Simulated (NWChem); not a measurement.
Everything below was run with NWChem. System: CH$_{8}$OSi$_{2}$, charge 0, spin multiplicity 1, displaced from the optimised geometry. The structure started from a generated list of species. Level: PBE0/def2-SVP.

Part of the output:

```
             Northwest Computational Chemistry Package (NWChem) 7.3.0
             --------------------------------------------------------

                                NWChem Input Module
                                -------------------

 Scaling coordinates for geometry "geometry" by  1.889725989
 (inverse scale =  0.529177249)

                             Geometry "geometry" -> ""
                             -------------------------

 Output coordinates in angstroms (scale by  1.889725989 to convert to a.u.)

  No.       Tag          Charge          X              Y              Z
 ---- ---------------- ---------- -------------- -------------- --------------
    1 C                    6.0000    -1.48459000    -1.44873600     0.30874400
    2 Si                  14.0000    -0.62247000     0.20263700    -0.18995900
    3 O                    8.0000    -0.88968100     1.46965100     0.95477500
    4 Si                  14.0000     1.74866600    -0.14014200    -0.48321100
    5 H                    1.0000    -2.59136300    -1.28119000     0.47600100
    6 H                    1.0000    -1.36589900    -2.21664100    -0.51510200
    7 H                    1.0000    -1.04647800    -1.88629800     1.25576800
    8 H                    1.0000    -1.24363800     0.72631800    -1.48997600
    9 H                    1.0000    -0.37901600     1.37933000     1.80072300
   10 H                    1.0000     2.39067400    -0.51846000     0.86540600
   11 H                    1.0000     2.44461000     1.13487800    -0.98454800
   12 H                    1.0000     2.04934900    -1.27765300    -1.47455400

 Effective nuclear repulsion energy (a.u.)     216.0475097066

            Nuclear Dipole moment (a.u.)
            ----------------------------
        X                 Y               Z
 ---------------- ---------------- ----------------
    -0.0000094486     0.0000113384     0.0000037795


 Summary of "ao basis" -> "" (spherical)
 ------------------------------------------------------------------------------
       Tag                 Description            Shells   Functions and Types
 ---------------- ------------------------------  ------  ---------------------
 *                          def2-svp                  on all atoms

                                 NWChem DFT Module
                                 -----------------

 Summary of "ao basis" -> "ao basis" (spherical)
 ------------------------------------------------------------------------------
       Tag                 Description            Shells   Functions and Types
 ---------------- ------------------------------  ------  ---------------------
 C                          def2-svp                 6       14   3s2p1d
 Si                         def2-svp                 8       18   4s3p1d
 O                          def2-svp                 6       14   3s2p1d
 H                          def2-svp                 3        5   2s1p

 Summary of "ao basis" -> "ao basis" (spherical)
 ------------------------------------------------------------------------------
       Tag                 Description            Shells   Functions and Types
 ---------------- ------------------------------  ------  ---------------------
 C                          def2-svp                 6       14   3s2p1d
 Si                         def2-svp                 8       18   4s3p1d
 O                          def2-svp                 6       14   3s2p1d
 H                          def2-svp                 3        5   2s1p

            General Information
            -------------------
          SCF calculation type: DFT
          Wavefunction type:  closed shell.
          No. of atoms     :    12
          No. of electrons :    50
           Alpha electrons :    25
            Beta electrons :    25
          Charge           :     0
          Spin multiplicity:     1
          Use of symmetry is: off; symmetry adaption is: off
          Maximum number of iterations: 100
          AO basis - number of functions:   104
                     number of shells:    52
          Convergence on energy requested:  1.00D-06
          Convergence on density requested:  1.00D-05
          Convergence on gradient requested:  5.00D-04
[...]
    18     -0.144682   2 Si s                51     -0.143995   4 Si px

 Vector   26  Occ=0.000000D+00  E=-1.296109D-03
              MO Center=  4.0D-01,  2.0D-01,  8.4D-03, r^2= 4.9D+00
   Bfn.  Coefficient  Atom+Function         Bfn.  Coefficient  Atom+Function
  ----- ------------  ---------------      ----- ------------  ---------------
    59      0.590714   4 Si pz              101      0.580721  12 H  s
    27      0.504684   2 Si pz               35     -0.504059   3 O  s
    91     -0.406313  10 H  s                26      0.359976   2 Si py
    58      0.346784   4 Si py               86      0.343682   9 H  s
    81      0.229543   8 H  s               100      0.163325  12 H  s

 Vector   27  Occ=0.000000D+00  E= 1.804344D-02
              MO Center=  7.1D-01, -2.1D-01, -3.0D-01, r^2= 5.4D+00
   Bfn.  Coefficient  Atom+Function         Bfn.  Coefficient  Atom+Function
  ----- ------------  ---------------      ----- ------------  ---------------
     3      0.932674   1 C  s                96     -0.797646  11 H  s
    58      0.788485   4 Si py               91      0.514661  10 H  s
    59     -0.491245   4 Si pz               66     -0.428119   5 H  s
    26      0.393863   2 Si py               81     -0.333366   8 H  s
    27     -0.309152   2 Si pz               76     -0.267071   7 H  s

 Vector   28  Occ=0.000000D+00  E= 4.909322D-02
              MO Center=  9.2D-01, -1.2D-01, -3.9D-01, r^2= 5.2D+00
   Bfn.  Coefficient  Atom+Function         Bfn.  Coefficient  Atom+Function
  ----- ------------  ---------------      ----- ------------  ---------------
    57      1.252054   4 Si px               18      1.080159   2 Si s
    25      0.926046   2 Si px               50     -0.722547   4 Si s
    17      0.477001   2 Si s                76     -0.348676   7 H  s
     3      0.277244   1 C  s                91     -0.254458  10 H  s
    22      0.241864   2 Si px               16      0.234943   2 Si s

 center of mass
 --------------
 x =  -0.00570300 y =   0.08009759 z =   0.00156987

 moments of inertia (a.u.)
 ------------------
         399.607329884523          -1.357433322082         155.282357124598
          -1.357433322082         706.169431730413         -63.467065475619
         155.282357124598         -63.467065475619         857.372829451360

     Multipole analysis of the density
     ---------------------------------

     L   x y z        total         alpha         beta         nuclear
     -   - - -        -----         -----         ----         -------
     0   0 0 0     -0.000000    -25.000000    -25.000000     50.000000

     1   1 0 0      0.040015      0.020012      0.020012     -0.000009
     1   0 1 0     -0.482990     -0.241501     -0.241501      0.000011
     1   0 0 1      0.376135      0.188066      0.188066      0.000004

     2   2 0 0    -33.673282   -186.547982   -186.547982    339.422682
     2   1 1 0      2.196152     -4.365474     -4.365474     10.927101
     2   1 0 1      0.771648     42.798124     42.798124    -84.824601
     2   0 2 0    -33.365018    -99.627852    -99.627852    165.890687
     2   0 1 1      0.587249    -15.479145    -15.479145     31.545539
     2   0 0 2    -29.223246    -55.791075    -55.791075     82.358905

            General Information
            -------------------
          SCF calculation type: DFT
          Wavefunction type:  closed shell.
          No. of atoms     :    12
          No. of electrons :    50
           Alpha electrons :    25
            Beta electrons :    25
          Charge           :     0
          Spin multiplicity:     1
          Use of symmetry is: off; symmetry adaption is: off
          Maximum number of iterations: 100
          AO basis - number of functions:   104
                     number of shells:    52
          Convergence on energy requested:  1.00D-06
          Convergence on density requested:  1.00D-05
          Convergence on gradient requested:  5.00D-04

              XC Information
              --------------
                         PBE0 Method XC Functional
                     Hartree-Fock (Exact) Exchange  0.250
          PerdewBurkeErnzerhof Exchange Functional  0.750
            Perdew 1991 LDA Correlation Functional  1.000 local
           PerdewBurkeErnz. Correlation Functional  1.000 non-local

             Grid Information
             ----------------
          Grid used for XC integration:  medium
          Radial quadrature: Mura-Knowles
          Angular quadrature: Lebedev.
          Tag              B.-S. Rad. Rad. Pts. Rad. Cut. Ang. Pts.
          ---              ---------- --------- --------- ---------
          C                   0.70       49          12.0       434
          Si                  1.10       88          11.0       590
          O                   0.60       49          12.0       434
          H                   0.35       45          13.0       434
          Grid pruning is: on
          Number of quadrature shells:   634
          Spatial weights used:  Erf1

          Convergence Information
          -----------------------
          Convergence aids based upon iterative change in
          total energy or number of iterations.
          Levelshifting, if invoked, occurs when the
          HOMO/LUMO gap drops below (HL_TOL):  1.00D-02
          DIIS, if invoked, will attempt to extrapolate
          using up to (NFOCK): 10 stored Fock matrices.

                    Damping( 0%)  Levelshifting(0.5)       DIIS
                  --------------- ------------------- ---------------
          dE  on:    start            ASAP                start
          dE off:    2 iters        100 iters           100 iters

      Screening Tolerance Information
      -------------------------------
          Density screening/tol_rho:  1.00D-10
          AO Gaussian exp screening on grid/accAOfunc:  14
          CD Gaussian exp screening on grid/accCDfunc:  20
          XC Gaussian exp screening on grid/accXCfunc:  20
          Schwarz screening/accCoul:  1.00D-08

                            NWChem DFT Gradient Module
                            --------------------------

  charge          =   0.00
  wavefunction    = closed shell

                         DFT ENERGY GRADIENTS

    atom               coordinates                        gradient
                 x          y          z           x          y          z
   1 C      -2.805468  -2.737714   0.583442    0.001566   0.002577  -0.001033
   2 Si     -1.176298   0.382928  -0.358970    0.005979  -0.007569  -0.007916
   3 O      -1.681253   2.777238   1.804263   -0.017787   0.021110  -0.006576
   4 Si      3.304500  -0.264830  -0.913136   -0.003925   0.000411  -0.000587
   5 H      -4.896966  -2.421098   0.899511   -0.018015   0.002470   0.002693
   6 H      -2.581175  -4.188844  -0.973402    0.001681  -0.012746  -0.013080
   7 H      -1.977557  -3.564586   2.373057    0.006946  -0.007327   0.015273
   8 H      -2.350135   1.372542  -2.815646   -0.005568   0.004649  -0.011770
   9 H      -0.716236   2.606556   3.402873    0.014063  -0.001476   0.024287
  10 H       4.517719  -0.979747   1.635380    0.005615  -0.003198   0.011361
  11 H       4.619643   2.144608  -1.860526    0.006312   0.010858  -0.004221
  12 H       3.872708  -2.414414  -2.786503    0.003133  -0.009758  -0.008431

                 ----------------------------------------
                 |  Time  |  1-e(secs)   |  2-e(secs)   |
                 ----------------------------------------
                 |  CPU   |       0.01   |       3.14   |
                 ----------------------------------------
                 |  WALL  |       0.01   |       3.14   |
                 ----------------------------------------

 Task  times  cpu:       26.8s     wall:       26.8s

 Total times  cpu:       26.9s     wall:       26.9s
```

Problem. Write an NWChem input that would produce this output.

Solution. One answer among several that fit: 
```
start mol
memory heap 200 mb stack 800 mb global 1000 mb
geometry units angstroms nocenter noautoz noautosym
  C     -1.484590    -1.448736     0.308744
  Si    -0.622470     0.202637    -0.189959
  O     -0.889681     1.469651     0.954775
  Si     1.748666    -0.140142    -0.483211
  H     -2.591363    -1.281190     0.476001
  H     -1.365899    -2.216641    -0.515102
  H     -1.046478    -1.886298     1.255768
  H     -1.243638     0.726318    -1.489976
  H     -0.379016     1.379330     1.800723
  H      2.390674    -0.518460     0.865406
  H      2.444610     1.134878    -0.984548
  H      2.049349    -1.277653    -1.474554
end
basis spherical
  * library def2-svp
end
dft
  xc pbe0
  semidirect memsize 60000000 filesize 0
  iterations 100
  vectors input hcore
end
task dft gradient
```
